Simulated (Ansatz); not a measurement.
Job for Ansatz (an electronic-structure program): R-CCSD(T)/aug-cc-pVDZ on BH3 (SMILES B) with ghost functions, monomers drawn apart or pushed together.

Ansatz 0.2 input:
```yaml
crystal:
  periodic: [false, false, false]
  atoms:
    - {symbol: B, position_ang: [0.14918511, 0.22652032, 1.09459427]}
    - {symbol: H, position_ang: [1.28059298, 0.51303444, 0.80575931]}
    - {symbol: H, position_ang: [-0.68599582, 1.01994754, 0.75031255]}
    - {symbol: H, position_ang: [-0.14383264, -0.93132885, 0.90094488]}
basis:
  gaussian:
    orbitals: aug-cc-pVDZ
    ghost_atoms:
      - {symbol: C, position_ang: [-1.17642085, 0.15424299, 3.57153313]}
      - {symbol: O, position_ang: [0.12546736, 0.34213310, 2.99246601]}
      - {symbol: C, position_ang: [1.14013998, -0.44572573, 3.63686343]}
      - {symbol: H, position_ang: [-1.12283969, 0.38613866, 4.63485797]}
      - {symbol: H, position_ang: [-1.50529201, -0.87513377, 3.41520463]}
      - {symbol: H, position_ang: [-1.84378465, 0.83992407, 3.06080579]}
      - {symbol: H, position_ang: [1.15071845, -0.20135553, 4.69868829]}
      - {symbol: H, position_ang: [2.08202912, -0.17793193, 3.17049902]}
      - {symbol: H, position_ang: [0.93538229, -1.50747452, 3.48528368]}
magnetization: {spin_polarized: false}
correlation: {method: ccsd_t, electrons: outside_noble_gas}
scf: {lower_state_search: off}
```

The log:

```
WARN ansatz: RAYON_NUM_THREADS=2 ignored (pool sized by the plan → 2); use --threads N
Functional definition: HF
these checks for a lower state are left out or cut short: stability, starts, cluster_reference, orbital_swaps, neighbouring_geometries, increment
integrals: 0.54 GiB planned
1360 factors; integrals over basis functions are off by at most 1.0e-3 eV
mean field: 0.38 GiB planned
mean field evaluation 1: about -717.2525 eV, gradient 9.9e0 eV
mean field evaluation 2: about -717.2501 eV, gradient 9.9e0 eV
mean field evaluation 4: about -717.6615 eV, gradient 2.5e-1 eV
mean field evaluation 8: about -717.6619 eV, gradient 3.5e-4 eV
mean field -717.66193525 eV, -26.3735896717 hartree, gradient 1.0e-6 eV, S^2 0.000000; 0 other end points of the search recorded, 0 dependent functions left out
1 core orbitals not correlated
reference -717.66193525 eV, -26.3735896717 hartree; 3, 3 occupied and 169, 169 virtual orbitals, 1360 factors
second order -2.66371685 eV of doubles, -0.00000000 eV of singles
coupled cluster: 1.96 GiB planned
cycle   1  -3.15783414 eV  change   -4.9e-1 eV  update   4.5e-2
cycle   2  -3.32475545 eV  change   -1.7e-1 eV  update   1.5e-2
cycle   3  -3.32751152 eV  change   -2.8e-3 eV  update   2.8e-3
cycle   4  -3.32747968 eV  change    3.2e-5 eV  update   8.1e-4
cycle   5  -3.32740857 eV  change    7.1e-5 eV  update   2.8e-4
cycle   6  -3.32738110 eV  change    2.7e-5 eV  update   8.5e-5
cycle   7  -3.32739134 eV  change   -1.0e-5 eV  update   2.9e-5
cycle   8  -3.32739812 eV  change   -6.8e-6 eV  update   8.6e-6
cycle   9  -3.32739772 eV  change    4.0e-7 eV  update   2.8e-6
perturbative correction -0.05349933 eV, -0.0019660642 hartree
Total energy: -721.04283230 eV, -26.4978353467 hartree
Checks for a lower state left out: stability, starts, cluster_reference, orbital_swaps, neighbouring_geometries, increment
```

Self-consistency was reached.

Cost: about 14 core-seconds (a rough figure).
